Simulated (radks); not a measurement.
The germanium ion Ge2+ inside a hard spherical wall (all orbitals vanish at R), configuration held at [Ar] 3d10 4s2 and not refilled when levels cross. Calculated with a radial shooting solver on a logarithmic mesh with Libxc functionals: non-relativistic Kohn-Sham, LDA (Slater exchange, VWN5 correlation), spin-polarised, spherical densities, point nucleus. Eigenvalues in eV for spin up, with the zero of energy where the potential of the charges vanishes at infinity; a dash marks a level that is unbound or too diffuse for the functional's potential to be trusted. A positive occupied level is held by the wall or, in an anion where self-interaction has pushed it up, behind a barrier. The pressure on the wall is -dE/dV.

R (bohr)  E (hartree)  kinetic (hartree)    e(3s)    e(3p)    e(3d)    e(4s)  e(4p, empty)  e(5s, empty)  pressure (GPa)
free      -2072.94827           2070.966  -182.24  -134.17  -50.345  -29.161       -20.108        -9.534               0
15        -2072.94827           2070.966  -182.24  -134.17  -50.345  -29.161       -20.108        -9.534        < 0.0001
12        -2072.94827           2070.966  -182.24  -134.17  -50.345  -29.161       -20.108        -9.530        < 0.0001
10        -2072.94827           2070.966  -182.24  -134.17  -50.345  -29.161       -20.108        -9.487        < 0.0001
7         -2072.94822           2070.967  -182.24  -134.16  -50.343  -29.159       -20.098        -8.494         0.00552
6         -2072.94773           2070.974  -182.22  -134.14  -50.320  -29.138       -20.039        -6.805          0.0833
5         -2072.94277           2071.023  -182.06  -133.98  -50.168  -28.974       -19.688        -2.335            1.16
4         -2072.89949           2071.327  -181.25  -133.18  -49.386  -27.923       -17.901        10.185            15.1
2         -2069.29749           2085.521  -162.51  -114.53  -30.122   20.708        40.187        212.66            5340
1.5       -2058.47062           2123.013  -131.53  -82.611    5.517   129.16        153.65        512.45           46200
